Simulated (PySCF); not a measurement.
## Cs⁺ (caesium, charge +1) across methods

[Xe], closed-shell 1S. All numbers are calculated (PySCF 2.14, a scalar-relativistic core potential, in def2-QZVPPD with the def2 core potential (46 electrons)).

| method | E (hartree) | mean ε 5s (eV) | mean ε 5p (eV) | Σ⟨r²⟩ (bohr²) | ⟨S²⟩ |
| --- | --- | --- | --- | --- | --- |
| M06 | -19.9631 | -34.107 | -19.885 | 36.64 | 0.000 |
| LDA | -19.9214 | -32.212 | -18.741 | 37.00 | 0.000 |
| PBE0 | -19.9967 | -34.654 | -20.167 | 36.64 | 0.000 |
| r2SCAN | -20.0095 | -33.132 | -19.157 | 36.49 | 0.000 |
| PBE | -20.0011 | -32.275 | -18.758 | 36.65 | 0.000 |
| B97-3 | -20.0076 | -34.813 | -20.208 | 36.53 | 0.000 |
| TPSSh | -20.0043 | -33.525 | -19.420 | 36.57 | 0.000 |
| revPBE | -20.0290 | -32.277 | -18.753 | 36.55 | 0.000 |

Task: Estimate the same row for UHF.

Result: E (hartree) = -19.72693; mean ε 5s (eV) = -40.762; mean ε 5p (eV) = -23.413; Σ⟨r²⟩ (bohr²) = 36.95; ⟨S²⟩ = 0.000.

Energies and moments cover only the electrons outside the core potential. Spin-orbit coupling, which splits the p, d and f shells strongly at this Z, is absent.
